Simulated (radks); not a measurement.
Neutral niobium inside a hard spherical wall (all orbitals vanish at R), configuration held at [Kr] 4d4 5s1 and not refilled when levels cross. Method: scalar-relativistic Kohn-Sham, LDA (Slater exchange, VWN5 correlation), spin-polarised, spherical densities, finite nucleus; open shells are filled with parallel spins first (spin-orbit coupling, left out, can overturn this in heavy ions); Fermi nuclear charge, rms radius 4.324 fm; computed with a radial shooting solver on a logarithmic mesh with Libxc functionals. Eigenvalues in eV for spin up, with the zero of energy where the potential of the charges vanishes at infinity; a dash marks a level that is unbound or too diffuse for the functional's potential to be trusted. A positive occupied level is held by the wall or, in an anion where self-interaction has pushed it up, behind a barrier. The pressure on the wall is -dE/dV.

| R (bohr) | E (hartree) | kinetic (hartree) | e(4s) | e(4p) | e(5s) | e(4d) | e(5p, empty) | e(6s, empty) | pressure (GPa) |
|---|---|---|---|---|---|---|---|---|---|
| free | -3815.61465 | 3927.386 | -58.800 | -35.051 | -4.668 | -3.814 | -1.466 | -0.034 | 0 |
| 15 | -3815.61465 | 3927.386 | -58.800 | -35.051 | -4.667 | -3.813 | -1.461 | 0.392 | < 0.0001 |
| 10 | -3815.61400 | 3927.393 | -58.746 | -34.997 | -4.624 | -3.766 | -1.303 | 2.118 | 0.0170 |
| 8 | -3815.60873 | 3927.432 | -58.481 | -34.737 | -4.389 | -3.537 | -0.784 | 5.040 | 0.237 |
| 6 | -3815.56173 | 3927.683 | -57.169 | -33.465 | -2.998 | -2.398 | 1.543 | 14.233 | 3.81 |
| 5 | -3815.45132 | 3928.159 | -55.262 | -31.642 | -0.470 | -0.664 | 5.249 | 26.292 | 17.6 |
| 2.5 | -3810.43839 | 3946.119 | -30.376 | -6.581 | 68.093 | 30.272 | 86.694 | 217.72 | 3580 |
| 2 | -3801.46630 | 3975.296 | -4.703 | 21.857 | 155.97 | 65.779 | 180.86 | 409.58 | 18100 |
